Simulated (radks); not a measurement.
The technetium ion Tc2+, configuration [Kr] 4d5 (the NIST ground configuration). All-electron calculation, scalar-relativistic Kohn-Sham, Wu-Cohen GGA, spin-polarised, spherical densities, finite nucleus; open shells are filled with parallel spins first (spin-orbit coupling, left out, can overturn this in heavy ions); Fermi nuclear charge, rms radius 4.4112 fm. Program: a radial shooting solver on a logarithmic mesh with Libxc functionals.

Radial electron density D(r) = 4 pi r^2 rho(r):

r (bohr),D(r) (e/bohr),spin D(r)
0.003155,6.647,-0.000275
0.003644,8.378,-0.000346
0.004208,10.49,-0.000432
0.004821,12.88,-0.000530
0.005568,15.88,-0.000652
0.00643,19.38,-0.000795
0.007367,23.15,-0.000948
0.008508,27.60,-0.00113
0.009826,32.41,-0.00133
0.01135,37.42,-0.00154
0.013,42.10,-0.00174
0.01501,46.68,-0.00196
0.01734,50.52,-0.00217
0.02003,53.21,-0.00239
0.02294,54.43,-0.00261
0.0265,54.20,-0.00287
0.0306,52.56,-0.00317
0.03534,50.06,-0.00346
0.04049,47.73,-0.00355
0.04676,46.34,-0.00296
0.054,47.05,-0.000562
0.06187,50.12,0.00521
0.07145,55.52,0.0183
0.08252,61.71,0.0435
0.0953,66.47,0.0872
0.1092,67.69,0.152
0.1261,64.47,0.249
0.1456,57.44,0.375
0.1682,49.38,0.521
0.1927,44.05,0.654
0.2225,43.08,0.759
0.257,46.49,0.784
0.2944,50.74,0.707
0.34,52.13,0.518
0.3927,47.68,0.265
0.4535,38.07,0.0464
0.5196,27.42,-0.0118
0.6001,18.28,0.194
0.693,13.45,0.725
0.8003,12.36,1.53
0.9169,12.75,2.39
1.059,12.62,3.15
1.223,11.10,3.53
1.412,8.566,3.44
1.618,6.010,2.99
1.869,3.738,2.30
2.158,2.131,1.56
2.473,1.158,0.961
2.856,0.5508,0.499
3.298,0.2323,0.222
3.809,0.08510,0.0835
4.364,0.02781,0.0276
5.039,0.006753,0.00674
5.82,0.001237,0.00124
6.721,0.0001640,0.000164

D(r) has 4 maxima, at r = 0.0241, 0.107, 0.329, 0.978 bohr, and minima at 0.0483, 0.212, 0.794 bohr, inside which lie 2.03, 11.08, 29.20 electrons.
